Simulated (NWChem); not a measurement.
# AlH2F; SMILES [F][AlH2]

```xyz
4

Al     0.0000     0.0000    -0.5763
H      0.0000     1.4212    -1.2945
H      0.0000    -1.4212    -1.2945
F      0.0000     0.0000     1.1043
```
Atoms are numbered in this order, from 1.

Coordinates come from a PBE-D3(BJ)/def2-SVP optimisation.

 Unshifted, non-relativistic core excitations; the lowest 4 roots alone, so stronger bands may lie above.

List the first F K-edge excitations from B3LYP/def2-TZVP, restricted-window TDA (NWChem).


```csv
state,energy (eV),dipole oscillator strength,leading excitation (squared amplitude)
S1,667.6,0.0069,1s of atom 4 or its equivalents → LUMO (0.99)
S2,668.9,0.0053,1s of atom 4 or its equivalents → LUMO+1 (1.00)
S3,670.2,0.0001,1s of atom 4 or its equivalents → LUMO+2 (1.00)
S4,671.7,0.0096,1s of atom 4 or its equivalents → LUMO+3 (0.98)
```
